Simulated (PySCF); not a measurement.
Si(Cl)(F)(SeH)2 (ClFH₂Se₂Si), SMILES [SeH][Si](Cl)(F)[SeH]. Geometry: PBE-D3(BJ)/def2-SVP. Other conformers were not sampled.

Problem. Give the equilibrium geometry at PBE-D3(BJ)/def2-SVP (PySCF confirms it by a frequency run) as Cartesian coordinates in Å. (An estimate is asked for; the answer gives what the named calculation found.)

Solution. One answer among several that fit: 
```xyz
7

F     -1.1054    -0.7615    -1.5842
Si    -0.4751    -0.1497    -0.2066
Cl    -2.0366     0.0877     1.1295
Se     0.4800     1.7986    -0.8992
Se     0.9373    -1.5965     0.8326
H      1.0739     2.0134     0.4453
H      1.9606    -1.4255    -0.2325
```
